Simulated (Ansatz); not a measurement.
Relaxation of BCl3H (5 atoms, charge 0, multiplicity 2), to a largest force component of 0.03 eV/Å in at most 50 steps.

The calculation used Ansatz, UHF/def2-SVP.

```xyz
5
Properties=species:S:1:pos:R:3
B 0.000 -0.007 -0.091
Cl 0.000 0.002 1.723
Cl 1.515 0.003 -0.953
Cl -1.515 0.003 -0.953
H 0.000 0.000 4.303
```

**Question.** Where does it end, and by what steps?

**Answer.** The forces met the threshold. The force dipped under the threshold on the way, but the program's further checks kept it going. After 10 steps the energy has fallen by 0.149 eV; H5 moved furthest, 1.16 Å.

```json
{"step": "0", "energy less start (eV)": "0.0000", "largest force component (eV/Å)": "1.675", "accepted": "yes"}
{"step": "1", "energy less start (eV)": "0.1674", "largest force component (eV/Å)": "2.066", "accepted": "no"}
{"step": "2", "energy less start (eV)": "-0.0626", "largest force component (eV/Å)": "1.130", "accepted": "yes"}
{"step": "3", "energy less start (eV)": "-0.1009", "largest force component (eV/Å)": "0.634", "accepted": "yes"}
{"step": "4", "energy less start (eV)": "-0.1272", "largest force component (eV/Å)": "0.216", "accepted": "yes"}
{"step": "5", "energy less start (eV)": "-0.1407", "largest force component (eV/Å)": "0.034", "accepted": "yes"}
{"step": "6", "energy less start (eV)": "-0.1454", "largest force component (eV/Å)": "0.016", "accepted": "yes"}
{"step": "7", "energy less start (eV)": "-0.1456", "largest force component (eV/Å)": "0.184", "accepted": "yes"}
{"step": "8", "energy less start (eV)": "-0.1480", "largest force component (eV/Å)": "0.013", "accepted": "yes"}
{"step": "9", "energy less start (eV)": "-0.1487", "largest force component (eV/Å)": "0.028", "accepted": "yes"}
{"step": "10", "energy less start (eV)": "-0.1488", "largest force component (eV/Å)": "0.027", "accepted": "yes"}
```

```xyz
5
Properties=species:S:1:pos:R:3
B 0.000 -0.019 -0.356
Cl 0.000 -0.124 1.389
Cl 1.515 0.033 -1.230
Cl -1.515 0.033 -1.230
H 0.000 0.077 5.457
```

Whether the end is a true minimum wasn't checked by a vibrational analysis.

The run took 14 s on 1 thread of Arm Neoverse V1, on a shared host, peak memory 0.16 GiB.
